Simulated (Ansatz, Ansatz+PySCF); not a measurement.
```yaml
atoms:
  - { symbol: Pd, position_ang: [0.0000, 0.0000, 0.0000] }
  - { symbol: H, position_ang: [0.0000, 0.0000, 1.5290] }
```

Basis set: def2-SVP (spherical functions, with the set's core potentials past Kr). Charge 0, multiplicity 2.

Computed with Ansatz (development build ahead of 0.2.0); each method stands on the lowest determinant of its kind that the runs found.

The atomization energy at this shape (free ground-state atoms in the same class of orbitals less the molecule, no zero-point energy) of doublet PdH:

| method | atomization energy |
| --- | --- |
| PBE (unrestricted) | 261.2 kJ/mol |
| ωB97X (unrestricted) | 218.9 kJ/mol |
| PBE0 (unrestricted) | 239.2 kJ/mol |
| UHF | 153.6 kJ/mol |
| ROHF | 143.9 kJ/mol |

(1) What does r²SCAN (unrestricted) give?

Answers

(1) 274.6 kJ/mol. Caution: other spin multiplicities were not run. Caution for r²SCAN (unrestricted), PBE (unrestricted): a free atom is spin contaminated.
